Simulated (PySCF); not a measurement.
# Heteronuclear NMR

Geometry (Å), atoms numbered from 1 in this order:
```xyz
18

C     3.004   -2.102   -1.691
C     2.262   -1.136   -1.278
C     1.512   -0.138   -0.857
C     0.295   -0.353   -0.164
C    -0.746   -0.517    0.427
Si   -2.343   -0.740    1.331
C    -3.059    0.975    1.711
C     1.938    1.263   -1.105
O     2.937    1.589   -1.695
O     1.078    2.152   -0.589
H     2.882   -2.533   -2.673
H     3.785   -2.522   -1.077
H    -2.068   -1.469    2.577
H    -3.249   -1.506    0.464
H    -3.237    1.541    0.801
H    -2.381    1.555    2.331
H    -4.005    0.896    2.240
H     1.388    3.053   -0.765
```

PySCF 2.14.0 with density-fitted response routines calculation with structure optimised with GFN2-xTB and NMR shieldings at PBE0/pcSseg-1/GIAO; single conformer, non-relativistic Hamiltonian, one averaged value for each set of equivalent atoms, in vacuum.

Question: Where does 29Si resonate?

Answer: 
```
atoms                 environment  σ (ppm)  δ (ppm)
  Si6  silicon bonded to 2 C, 2 H    418.0    -63.6
```

Shieldings were converted by a linear fit to measured shifts: 29Si (scatter 8.9 ppm rms, 25.8 ppm with the 6 outliers that the fit left out vs TMS, solution or neat liquid). Occasional misses reach two or three times the rms, and more in compound classes unlike the fitted ones.

On a 300 MHz spectrometer 29Si resonates near 59.6 MHz, so 1 ppm is 59.6 Hz.

Question: Predict the 17O NMR data.

Answer: 
```
atoms           environment  σ (ppm)  δ (ppm)
   O9       carbonyl oxygen    -89.2    348.0
  O10  acid hydroxyl oxygen    119.6    157.7
```

Shieldings were converted by a linear fit to measured shifts: 17O (scatter 10.7 ppm rms, 12.2 ppm with the 3 outliers that the fit left out vs liquid water, solution or neat liquid). A few per cent of atoms miss by over 2 rms, more outside the fitted compound classes.

On a 500 MHz spectrometer 17O resonates near 67.8 MHz, so 1 ppm is 67.8 Hz.

In solution the two oxygens of a carboxylic acid exchange roles by proton transfer and give one 17O line. Hydrogen bonding in solution shields acid and N–H amide carbonyl oxygens by tens of ppm.
